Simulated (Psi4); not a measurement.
CH4AlO (SMILES [CH3][Al][OH]), doublet, geometry from GFN2-xTB (such geometries of metal compounds can be far from the true shape) (the spin is typed, not shown lowest).

The Psi4 input:
```
memory 2 GB

molecule mol {
0 2
Al    0.481131   -0.048777    0.114651
C    -0.385849    1.347536   -1.098157
H    -1.119634    1.958684   -0.566734
H    -0.897733    0.894329   -1.950760
H     0.378071    2.021320   -1.493836
O    -0.206980   -1.291608    0.960098
H    -0.644475   -1.992582    1.429023
}

set {
  basis def2-sv(p)
  reference uhf
}

energy('mp3')
print_variables()
```

**Question.** Predict the SCF-reference <S^2> from MP3/def2-SV(P) in Psi4 1.11.

**Answer.** 0.757

**Question.** Predict the total energy from MP3/def2-SV(P).

**Answer.** -357.1941 Eh

**Question.** Give the number of basis functions at the level MP3/def2-SV(P).

**Answer.** 54

**Question.** What MP2 correlation energy does MP3/def2-SV(P) give?

**Answer.** -0.3660 Eh

**Question.** Predict the nuclear repulsion energy from MP3/def2-SV(P).

**Answer.** 89.9949 Eh

These values belong to the state on which the SCF converged, which isn't shown to be the lowest.
